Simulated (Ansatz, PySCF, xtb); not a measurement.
Energy difference 2 R1 + 2 R2 + 3 R3 → 6 P1 + P2, each structure at its B3LYP-D3(BJ)/def2-SVP stationary point, reached from a drawn start (curvature not checked).
P1: H2 (SMILES [H][H]), charge 0, multiplicity 1.
R1: H2O (SMILES O), charge 0, multiplicity 1.
R2: HF (SMILES F), charge 0, multiplicity 1.
R3: SiH4 (SMILES [SiH4]), charge 0, multiplicity 1.
P2, F2H6O2Si3 (SMILES F[Si](F)(O[SiH3])O[SiH3]) (charge 0, multiplicity 1):
```xyz
13

Si     0.17653     1.15557     0.52318
O     -1.41925     0.89201     0.59457
Si    -2.60688    -0.16875     0.07976
O      0.92238    -0.01356    -0.32077
Si     2.33346    -0.87490    -0.57509
F      0.78968     1.22559     2.00654
F      0.45941     2.58468    -0.14909
H     -3.89319     0.27835     0.67070
H     -2.68903    -0.14774    -1.40635
H     -2.28261    -1.54700     0.54067
H      3.50778     0.03367    -0.46725
H      2.43883    -1.95648     0.44114
H      2.26299    -1.46156    -1.93791
```

P less R. No zero-point or thermal terms. One arrangement of each flexible species, with no search for the lowest.

Frozen-core correlation throughout.

Programs: Ansatz (a quantum-chemistry and plane-wave program) with Gaussian orbitals; PySCF for the D3/D4 terms; xtb for the GFN methods. Each number belongs to the level named beside it.

The comparison value is -143.46 kcal/mol (CCSD(T)/cc-pV(T+d)Z). It is a level with limits of its own, not the exact answer.

Q: Order these levels by how close they come to the comparison value for the reaction energy, closest first: r2SCAN-D3(BJ)/def2-TZVPP, GFN2-xTB, r2SCAN-D4/def2-TZVPP, SVWN5/def2-TZVPP, r2SCAN/def2-TZVPP. Give each level's value less the comparison value.

A: r2SCAN/def2-TZVPP (-2.41 kcal/mol), r2SCAN-D3(BJ)/def2-TZVPP (-3.62 kcal/mol), r2SCAN-D4/def2-TZVPP (-3.80 kcal/mol), GFN2-xTB (8.13 kcal/mol), SVWN5/def2-TZVPP (12.01 kcal/mol)
